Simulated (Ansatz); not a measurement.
Consider the ligand exchange at the Si–Se bond: `B[Se][SiH2]Cl` + `O[SiH](O)F` → `O[SiH](F)O[SiH2]Cl` + `B[SeH]`.

Isolated molecules relaxed with PBE0-D4/def2-TZVP in Ansatz; ΔE leaves out vibrations. CCSD(T)/CBS adds triple-zeta CCSD(T) − MP2 to the extrapolated MP2 energy (def2 sets, frozen cores). This one scheme is used for every species. Functionals use def2-TZVPP. B3LYP here is the variant with VWN-RPA as its local correlation; programs differ in this. For Se outer-core shells are correlated without core-valence functions, which leaves a few kJ/mol of doubt a bond. Scalar relativity is left out up to krypton. Each species was taken in one conformer, which may not be the lowest.

| level | ΔE (kJ/mol) | difference from CCSD(T)/CBS |
| --- | --- | --- |
| PBE-D4 | -51.1 | 12.2 |
| r2SCAN-D4 | -63.7 | -0.4 |
| PBE0-D4 | -55.3 | 8.0 |
| ωB97X-V | -66.8 | -3.5 |
| ωB97M-V | -66.1 | -2.8 |
| B2PLYP | -68.1 | -4.8 |
| r2SCAN | -63.1 | 0.2 |
| B3LYP | -68.5 | -5.2 |
| HF/def2-TZVPP | -83.4 | -20.1 |
| MP2/def2-TZVPP | -62.0 | 1.3 |
| SCS-MP2/def2-TZVPP | -68.3 | -5.0 |
| CCSD/def2-TZVPP | -70.5 | -7.2 |
| CCSD(T)/def2-TZVPP | -67.5 | -4.2 |
| MP2/def2-QZVPP | -60.4 | 2.9 |
| SCS-MP2/def2-QZVPP | -67.0 | -3.7 |
| MP2/CBS(def2) | -57.8 | 5.5 |
| CCSD(T)/CBS | -63.3 | 0 |

Largest T1 diagnostic among the species: 0.013.

From PBE to PBE0 (25 % exact exchange), in def2-TZVPP and without D4, ΔE moves by −4.2 kJ/mol. In def2-TZVPP, CCSD(T) changes the Hartree–Fock value by +16.0 kJ/mol (the triples alone add +3.0 kJ/mol) and MP2 by +21.5 kJ/mol.
